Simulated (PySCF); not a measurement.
# Spinor energies of W (tungsten, neutral)

Start: [Xe] 4f14 5d6; 5d3/2 filled at m_j = +3/2; 5d5/2 filled at m_j = -3/2, -1/2, +1/2, +3/2, +5/2. Calculated with PySCF 2.14 in x2c-TZVPall-2c with one added diffuse shell each of s, p, d type (12s12p11d2f, 117 functions): generalised Hartree-Fock with the X2C-1e Hamiltonian and a Gaussian nucleus; spin-orbit coupling (SO) screened by Boettger's factors. This is a chosen level, not necessarily the ground level.

```csv
spinor shell,electrons,"ε, screened SO (eV)",weight of nominal j (screened SO),"rms radius, screened SO (bohr)"
1s1/2,2,-69876.0,1.000,0.0208
2s1/2,2,-12196.4,1.000,0.0838
2p1/2,2,-11641.9,1.000,0.0713
2p3/2,4,-10283.6,1.000,0.0787
3s1/2,2,-2867.8,1.000,0.214
3p1/2,2,-2621.3,1.000,0.206
3p3/2,4,-2322.6,1.000,0.221
3d3/2,4,-1912.1,1.000,0.195
3d5/2,6,-1847.7,1.000,0.199
4s1/2,2,-620.95,1.000,0.478
4p1/2,2,-517.39,1.000,0.486
4p3/2,4,-447.46,1.000,0.519
4d3/2,4,-276.83,1.000,0.544
4d5/2,6,-263.72,1.000,0.555
5s1/2,2,-89.963,1.000,1.16
5p1/2,2,-56.185,0.997,1.28
5p3/2,4,-47.027,0.870,1.32
4f5/2,6,-47.430,0.923,0.747
5d3/2,1,-6.109,0.969,2.42
5d5/2,5,-5.599,0.892,2.58
```

**Question.** Where does 4f7/2 lie, and what is the 4f spin-orbit splitting (screened SO)?

**Answer.** At -45.360 eV, 2.070 eV above 4f5/2.

```
   quantity   screened SO
E (hartree)  -16149.31482
        M_J             4
       ⟨J²⟩        22.959
       ⟨L²⟩        20.244
       ⟨S²⟩         1.690
```

The determinant has a definite M_J but mixes levels of different J.

Each row is a mean over spinors that exchange with the open shell spreads, by up to 3.651 eV (5p3/2).

Rows whose weight is well below 1 are mixtures of j = l ± 1/2: exchange outweighs spin-orbit coupling there, and the label is only the starting occupation.

Breit and QED terms are absent; they matter most for the inner s and p1/2 levels.

Densities and radii are taken from the X2C orbitals without a picture-change correction, which distorts them close to the nucleus.
